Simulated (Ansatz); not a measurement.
# Energy profile

The step: GeNH₅ ([NH2][GeH3]) + AsH₃ → GeAsH₅ ([GeH3][AsH2]) + NH₃; bonds formed: Ge1–As7, N2–H6; bonds broken: Ge1–N2, H6–As7 (atoms numbered as in the saddle structure below).

```xyz
11
angstrom
Ge -1.1563 -0.4217 0.7646
N 0.7826 -0.0233 0.8751
H -1.3294 -0.7052 2.2838
H -1.3912 -1.7057 -0.0147
H -1.9432 0.8265 0.3972
H 0.9127 0.1909 -0.1770
As -0.0670 0.3639 -2.1813
H 1.0029 0.7837 1.4570
H 1.3485 -0.8147 1.1782
H 0.5509 1.7577 -2.0559
H 1.2896 -0.2523 -2.5270
```

Electronic energies by CCSD(T) at an estimated basis limit (MP2 extrapolated from triple and quadruple zeta, plus CCSD(T) − MP2 in triple zeta), on PBE0-D4/def2-TZVP structures; GeAsNH₈, singlet; no counterpoise correction. Computed with Ansatz 0.2.0 (basis: def2-TZVPP and def2-QZVPP); correlated methods freeze the cores. Filled d shells of the heavier atoms are correlated. The def2 sets are not built for correlating such inner shells, so the correlated values are less sure here. Extrapolation: Hartree–Fock as exp(−7.88 √X), correlation as X^−2.97.

Problem. Give the profile in kcal/mol, counted from the separated reactants. (To be estimated.)

Solution. Computed:
| point | kcal/mol |
| --- | --- |
| separated: GeNH₅ (linked as [NH2][GeH3]; Ge1, N2, H3, H4, H5, H8, H9; singlet) + AsH₃ (H6, As7, H10, H11; singlet) | 0.00 |
| start structure | -1.50 |
| saddle | 26.76 |
| end structure | -13.06 |
| separated: GeAsH₅ (linked as [GeH3][AsH2]; Ge1, H3, H4, H5, As7, H10, H11; singlet) + NH₃ (N2, H6, H8, H9; singlet) | -10.28 |

The T1 diagnostic stays at or below 0.013.

For scale, one of the runs: CCSD(T)/def2-TZVPP, 239 basis functions, launched by `ansatz run in.yaml --threads 8 --pin off --events-out ev --progress --plain --max-ram 19148MiB`. The run took 2.3 min on 8 CPU threads of an Arm Neoverse V1 (shared host), with 4.6 GiB of host memory at its peak.
